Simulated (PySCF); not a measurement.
Sn(tBu)H3, C₄H₁₂Sn.
Bonds: Sn1–C2, C2–C3, C2–C4, C2–C5. Hydrogens: H15, H16, H17 on Sn1; H6, H7, H8 on C3; H9, H10, H11 on C4; H12, H13, H14 on C5.

Computed by this run: PBE0-D3(BJ)/def2-SVP geometry optimisation, gas phase, def2 core potentials past Kr (PySCF 2.14.0); density fitting, grid level 1; the optimiser is geomeTRIC in internal coordinates, started from a GFN2-xTB structure with every atom displaced at random (about 0.03 Å).

Step 0: E = -10165.4781 eV
```
atom  x, y, z in Å  |  force x, y, z in eV/Å
Sn1     0.0693   -0.0689   -1.9845   -1.527   2.128   0.690
C2     -0.0181   -0.0144    0.2139    1.152   0.936  -0.144
C3     -1.4887    0.1709    0.6836    4.618   1.642   1.926
C4      0.9663    1.1479    0.7087   -8.543   0.166   2.518
C5      0.5449   -1.3469    0.6775   -0.753   0.663   1.597
H6     -1.4578    0.1849    1.7920   -0.261  -0.160  -0.093
H7     -1.8151    1.1192    0.3728   -1.045   1.523  -0.702
H8     -2.0226   -0.6111    0.3412   -2.579  -2.884  -1.271
H9      0.4850    2.1182    0.4318    0.763  -0.299  -0.206
H10     1.8872    1.0227    0.4119    5.642  -0.563  -1.768
H11     0.8411    1.1427    1.8356    0.654  -0.075  -0.754
H12     1.5903   -1.4776    0.3810    0.054  -0.365  -0.185
H13    -0.1428   -2.1291    0.3379    0.366  -0.564  -0.035
H14     0.5129   -1.3337    1.8201    0.135  -0.267  -0.982
H15     1.5352   -0.0407   -2.6520    1.745  -0.032  -0.507
H16    -0.7447    1.3922   -2.6360    0.353  -0.549   0.369
H17    -0.7710   -1.2768   -2.6751   -0.776  -1.299  -0.451
```

Problem. Estimate the geometry and energy of step 1. (The exact step hangs on the optimiser's Hessian estimate; all steps are aligned on step 0, rigid shifts and turns removed.)

Solution. E = -10166.5325 eV, largest force 1.058 eV/Å
```
atom  x, y, z in Å  |  force x, y, z in eV/Å
Sn1     0.0413   -0.0029   -1.9766    0.068  -0.315  -0.478
C2     -0.0144   -0.0005    0.2110    0.433  -0.249  -0.087
C3     -1.4530    0.1979    0.6849    0.623   0.055   0.088
C4      0.8876    1.1405    0.7009   -0.997  -0.267   0.235
C5      0.5403   -1.3496    0.6934   -0.295   0.316   0.325
H6     -1.4558    0.2005    1.7906   -0.130  -0.064   0.025
H7     -1.8426    1.1734    0.3615   -0.196  -0.046  -0.100
H8     -2.0941   -0.6197    0.3352   -0.254   0.025  -0.011
H9      0.4701    2.1136    0.4011    0.251   0.097  -0.219
H10     1.9174    1.0153    0.3582    0.255   0.168   0.018
H11     0.8442    1.1484    1.8059    0.313  -0.041   0.046
H12     1.5830   -1.5060    0.3839    0.022  -0.093  -0.133
H13    -0.0837   -2.1961    0.3673    0.099  -0.036  -0.136
H14     0.5355   -1.3774    1.8015    0.013   0.037  -0.023
H15     1.6715    0.0100   -2.6279   -0.391  -0.081   0.262
H16    -0.7285    1.4015   -2.5625   -0.096   0.237  -0.052
H17    -0.8473   -1.3494   -2.6682    0.282   0.255   0.240
```

The energy changes by -1.0543 eV. The first-order estimate −F·Δx gives -2.2232 eV and the mean of the old and new forces, exact on a quadratic surface, -1.1221 eV. The step makes an angle of 55° with the force vector and moves no atom by more than 0.147 Å.

What follows is the cost of the whole optimisation. The run took 3.6 min wall, 2.5 min CPU on Intel Xeon at 2.50 GHz, one thread, shared host, and the process peaked at 0.58 GiB of memory.
